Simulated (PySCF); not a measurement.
ZrOCl, SMILES [O]=[Zr][Cl] (connectivity only; charge and spin as stated), neutral, multiplicity 2.

Geometry: B3LYP-D3(BJ)/def2-TZVP. The multiplicity is an assumed one; other spin states were not compared. The def2 effective core potentials stand for the cores of Zr; spin–orbit coupling is left out.

Two levels are set side by side: PBE/def2-TZVPD (PySCF) and ωB97X/def2-TZVPD (PySCF). Same geometry, gas phase. Differences are taken from unrounded values.

```tsv
quantity	PBE
α-spin orbital gap (eV)	0.92
β-spin orbital gap (eV)	3.93
dipole moment (D)	4.56
mean polarisability (bohr³)	100.6
```

Q: These are the PBE values. What does ωB97X give? (Estimate from the structure and the level; the computed values follow.)

A: 
```json
[
 {"quantity": "α-spin orbital gap (eV)", "ωB97X": "6.60", "PBE minus ωB97X": "-5.68"},
 {"quantity": "β-spin orbital gap (eV)", "ωB97X": "10.08", "PBE minus ωB97X": "-6.14"},
 {"quantity": "dipole moment (D)", "ωB97X": "5.48", "PBE minus ωB97X": "-0.93"},
 {"quantity": "mean polarisability (bohr³)", "ωB97X": "113.2", "PBE minus ωB97X": "-12.6"}
]
```

Rough cost on one machine, each run with all the roots and properties that it gave: ωB97X against PBE within a factor of 2.
